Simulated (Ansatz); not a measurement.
Ansatz (a program for electronic structure) input (MP2/6-31G*):

Ansatz 0.2 input:
```yaml
crystal:
  periodic: [false, false, false]
  atoms:
    - {symbol: B, position_ang: [0.22645300, 0.26515500, 0.04119100]}
    - {symbol: Cl, position_ang: [-1.55168800, -0.01159800, -0.48890100]}
    - {symbol: F, position_ang: [0.46900800, 1.60343900, -0.03537400]}
    - {symbol: S, position_ang: [1.31408500, -0.97247200, 0.52648300]}
basis:
  gaussian:
    orbitals: 6-31G*
total_charge: -1
magnetization: {spin_polarized: false}
correlation: {method: mp2, electrons: outside_noble_gas}
```

Output:

```
Functional definition: HF
integrals: 0.02 GiB planned
600 factors; integrals over basis functions are off by at most 1.1e-3 eV
mean field: 0.19 GiB planned
mean field evaluation 1: about -26699.9469 eV, gradient 2.9e1 eV
mean field evaluation 2: about -26699.9934 eV, gradient 2.9e1 eV
mean field evaluation 4: about -26702.4860 eV, gradient 1.9e0 eV
mean field evaluation 8: about -26702.5097 eV, gradient 1.4e-1 eV
mean field -26702.50987235 eV, -981.2991381977 hartree, gradient 1.8e-6 eV, S^2 0.000000; 0 other end points of the search recorded, 0 dependent functions left out
12 core orbitals not correlated
reference -26702.50987235 eV, -981.2991381977 hartree; 12, 12 occupied and 44, 44 virtual orbitals, 600 factors
second order -13.60974325 eV of doubles, -0.00000000 eV of singles
Total energy: -26716.11961560 eV, -981.7992870369 hartree
```

The dipole moment of an ion depends on the origin.

The geometry given is a B3LYP-D3(BJ)/def2-TZVP minimum.
